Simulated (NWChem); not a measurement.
Program: NWChem. System: CH₇Si₂, charge 0, spin multiplicity 2, at a geometry optimised with UPBE0/def2-SVP. The structure started from a generated list of species. Its SCF solution wasn't tested for a lower state. Level: UMP2/def2-TZVP, 11 core orbitals frozen.

Job file:

```
start mol
memory heap 200 mb stack 900 mb global 1100 mb
geometry units angstroms nocenter noautoz
  Si    -1.666996    -0.127568     0.132961
  C      0.000000     0.000000    -0.676584
  Si     1.666996     0.127568     0.132961
  H     -2.556578     0.989981    -0.318468
  H     -2.336199    -1.414015    -0.244516
  H     -1.537399    -0.071757     1.619817
  H      0.000000     0.000000    -1.777068
  H      2.336199     1.414015    -0.244516
  H      2.556578    -0.989981    -0.318468
  H      1.537399     0.071757     1.619817
  symmetry group C2
end
basis spherical
  * library def2-tzvp
end
scf
  uhf
  nopen 1
  maxiter 100
  thresh 1e-7
  semidirect memsize 60000000 filesize 0
  # guess.movecs holds the orbitals of an unrestricted PBE0 run
  vectors input guess.movecs output mol.movecs
end
mp2
  freeze core 11
end
task mp2 energy
```

Part of the output:

```
             Northwest Computational Chemistry Package (NWChem) 7.3.0
             --------------------------------------------------------

                                NWChem Input Module
                                -------------------

 Scaling coordinates for geometry "geometry" by  1.889725989
 (inverse scale =  0.529177249)

 Turning off AUTOSYM since
 SYMMETRY directive was detected!

                             Geometry "geometry" -> ""
                             -------------------------

 Output coordinates in angstroms (scale by  1.889725989 to convert to a.u.)

  No.       Tag          Charge          X              Y              Z
 ---- ---------------- ---------- -------------- -------------- --------------
    1 Si                  14.0000    -1.66699600    -0.12756800     0.13296100
    2 C                    6.0000     0.00000000     0.00000000    -0.67658400
    3 Si                  14.0000     1.66699600     0.12756800     0.13296100
    4 H                    1.0000    -2.55657800     0.98998100    -0.31846800
    5 H                    1.0000    -2.33619900    -1.41401500    -0.24451600
    6 H                    1.0000    -1.53739900    -0.07175700     1.61981700
    7 H                    1.0000     0.00000000     0.00000000    -1.77706800
    8 H                    1.0000     2.33619900     1.41401500    -0.24451600
    9 H                    1.0000     2.55657800    -0.98998100    -0.31846800
   10 H                    1.0000     1.53739900     0.07175700     1.61981700

 Effective nuclear repulsion energy (a.u.)     138.5517147590

            Nuclear Dipole moment (a.u.)
            ----------------------------
        X                 Y               Z
 ---------------- ---------------- ----------------
     0.0000000000     0.0000000000     0.0000037795

      Symmetry information
      --------------------

 Group name             C2
 Group number              4
 Group order               2
 No. of unique centers     6

      Symmetry unique atoms

     1    2    4    5    6    7


 Summary of "ao basis" -> "" (spherical)
[...]
  AO/Fock/Back tols     =   1.0D-09  1.0D-09  1.0D-09

 GA uses MA = F    GA memory limited = T

 Available:
  local mem=  1.26D+08
 global mem=  1.44D+08
 local disk=  0.00D+00
  mp2_memr nvloc                   126
  nvloc new                   126
   1 passes of  10:        5242880                     107057                  44646284.
   1 passes of  10: M    126148340           G      144135982           F     120905460.

 Semi-direct pass number   1 of   1  for UHF alpha       at       13.7s
  vrange nnbf                 10413
  mp2_eaftype                   170  avail_ma_in_mb                  1099
 EAF : mp2_eaftype filesize         170   22323142.
  mp2_eaf for mointskh                    170
Node 0 wrote    105.0 Mb in      0.2 s     Agg I/O rate:   555.8 Mb/s
 Done moints_semi at       28.4s
  mp2_eaftype                   170  avail_ma_in_mb                   929
 EAF : mp2_eaftype filesize         170   22323142.
  mp2_eaf for kh                   170
 Done maket at       29.1s
 Done multipass loop at       29.1s

 GA uses MA = F    GA memory limited = T

 Available:
  local mem=  1.26D+08
 global mem=  1.44D+08
 local disk=  0.00D+00
  mp2_memr nvloc                   127
  nvloc new                   127
   1 passes of   9:        5242880                     101209                  40503993.
   1 passes of   9: M    126148340           G      144135982           F     120905460.

 Semi-direct pass number   1 of   1  for UHF beta        at       29.1s
  vrange nnbf                 10413
  mp2_eaftype                   154  avail_ma_in_mb                  1099
 EAF : mp2_eaftype filesize         154   20251996.
  mp2_eaf for mointskh                    154
Node 0 wrote     95.2 Mb in      0.2 s     Agg I/O rate:   560.4 Mb/s
 Done moints_semi at       43.0s
  mp2_eaftype                   154  avail_ma_in_mb                   945
 EAF : mp2_eaftype filesize         154   20251996.
  mp2_eaf for kh                   154
 Done maket at       43.5s
 Done multipass loop at       43.5s

          -------------------------------------------
          SCF energy                -619.803303919089
          Correlation energy          -0.375730119760
          Singlet pairs                0.000000000000
          Triplet pairs                0.000000000000
          Total MP2 energy          -620.179034038849
          -------------------------------------------

          ---------------------------------------------------
                    Spin Component Scaled (SCS) MP2
          Same spin pairs                     -0.064590896228
          Same spin scaling factor             0.333333333333
          Opposite spin pairs                 -0.311139223531
          Opposite spin scaling fact.          1.200000000000
          SCS-MP2 correlation energy          -0.394897366981
          Total SCS-MP2 energy              -620.198201286069
          ---------------------------------------------------

 -----------------------
 Performance information
 -----------------------

 Timer overhead =  1.36D-07 seconds/call

               Nr. of calls         CPU time (s)                 Wall time (s)                GFlops
             ---------------    -------------------     ------------------------------   -------------------
Name         Min   Avg   Max    Min     Avg     Max     Min     Avg     Max   Mx/calls   Min     Max     Sum
mp2: moin     2     2     2    29.     29.     29.      29.     29.     29.     14.      0.0     0.0     0.0
mp2: make     2     2     2    1.2     1.2     1.2      1.2     1.2     1.2    0.59      0.0     0.0     0.0
mp2: tota     1     1     1    30.     30.     30.      30.     30.     30.     30.      0.0     0.0     0.0

 The average no. of pstat calls per process was 5.00D+00
 with a timing overhead of 6.79D-07s

 Task  times  cpu:       43.5s     wall:       43.5s

 Total times  cpu:       43.6s     wall:       43.6s
```
